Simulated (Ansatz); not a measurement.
Isolated molecules relaxed with PBE0-D4/def2-TZVP in Ansatz; ΔE leaves out vibrations. CCSD(T)/CBS adds triple-zeta CCSD(T) − MP2 to the extrapolated MP2 energy (def2 sets, frozen cores). Functionals use def2-TZVPP. Elements past krypton have def2 core potentials. For I outer-core shells are correlated without core-valence functions, which leaves a few kJ/mol of doubt a bond. Each species was taken in one conformer, which may not be the lowest.

Consider the cleavage of the B–Si bond: `[SiH3][SiH2]B1C[SiH2]1` + HI → `IB1C[SiH2]1` + `[SiH3][SiH3]`.

Q: Is it downhill or uphill in electronic energy at CCSD(T)/CBS, and by how much? (Best estimate.)

A: Computed: Downhill: ΔE = -64.0 kJ/mol.

Q: What do these levels give: LDA (SPW92), revPBE-D4, PBE-QIDH, revPBE, PBE0, r2SCANh, CAM-B3LYP, HF/def2-SVP, MP2/def2-SVP, CCSD/def2-SVP, CCSD/def2-TZVPP, HF/CBS(def2)? (Best estimate.)

A: The calculation gave: LDA (SPW92) -53.7, revPBE-D4 -53.9, PBE-QIDH -65.6, revPBE -58.1, PBE0 -60.0, r2SCANh -62.5, CAM-B3LYP -62.9, HF/def2-SVP -75.2, MP2/def2-SVP -66.9, CCSD/def2-SVP -62.0, CCSD/def2-TZVPP -62.7, HF/CBS(def2) -76.2 kJ/mol.

Q: What do rigid-rotor, harmonic-oscillator terms from PBE0-D4/def2-TZVP frequencies (298.15 K, 1 bar) make of the CCSD(T)/CBS value? (An estimate is asked.)

A: Computed: ΔZPE = +4.1 kJ/mol, ΔH = -62.8 kJ/mol, ΔS = -4 J/(mol·K), ΔG = -61.4 kJ/mol. Modes under 50 cm⁻¹ make the entropy rough.

Largest T1 diagnostic among the species: 0.015.

In def2-TZVPP, CCSD(T) changes the Hartree–Fock value by +14.7 kJ/mol (the triples alone add +1.4 kJ/mol) and MP2 by +5.3 kJ/mol. From PBE to PBE0 (25 % exact exchange), in def2-TZVPP and without D4, ΔE moves by −3.3 kJ/mol.
